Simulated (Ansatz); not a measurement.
Z-matrix (Å, degrees):
```
S
Ge 1 2.237
H 1 1.344 2 96.8
Br 2 2.358 1 99.8 3 -0.0
```

Total charge 0; spin multiplicity 1.

(1) List the r2SCAN/def2-TZVPP orbital energies in eV (Ansatz). (An estimate is asked.)

Results:

(1) The calculation gave: Occupied: -13121.91, -10835.49, -2409.62, -1695.14, -1525.88, -1525.85, -1525.83, -1350.53, -1200.61, -1200.58, -1200.55, -234.78, -214.05, -174.98, -174.85, -174.79, -168.63, -158.11, -158.01, -157.97, -118.42, -118.31, -118.20, -68.82, -68.80, -68.76, -68.66, -68.66, -31.64, -31.61, -31.53, -31.50, -31.44, -20.12, -19.12, -13.06, -10.79, -8.75, -8.14, -7.79, -7.21, -6.71. Lowest empty: -3.47, -1.59, -0.44, 0.54, 3.86, 4.18, 4.33, 4.57.
